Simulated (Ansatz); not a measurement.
Species: sum formula SiN₃H₇, net charge 0, singlet state. 
Coordinates optimised at B3LYP-D3(BJ)/def2-TZVP (Ansatz, a program for electronic structure):
SMILES: N[SiH](N)N
```xyz
11

N      0.0297     1.5786    -0.5506
Si    -0.1744     0.0871     0.2807
N     -0.8936    -0.9443    -0.8847
N      1.1470    -0.8289     0.8907
H      0.1251     2.4404    -0.0379
H      0.4957     1.6246    -1.4433
H     -0.9302     0.4669     1.5010
H     -0.9917    -1.9298    -0.7033
H     -1.6101    -0.5974    -1.5010
H      1.5436    -0.6160     1.7918
H      1.8278    -1.2457     0.2750
```
Charge 0, spin multiplicity 1.

Parts of the frozen-core correlation energy in aug-cc-pV(Q+d)Z (Ansatz, hartree). Frozen orbitals: 8; correlated occupied orbitals by spin: 13 and 13; virtual: 630 and 630. Spin-orbit coupling is left out. No relativistic terms.

| term | value |
|---|---|
| reference (HF) | -456.56874 |
| MP2 opposite-spin | -0.64788 |
| MP2 same-spin | -0.18971 |
| CCSD correlation | -0.85987 |
| (T) | -0.03437 |
| T1 diagnostic | 0.010 |
| largest doubles amplitude | 0.011 |
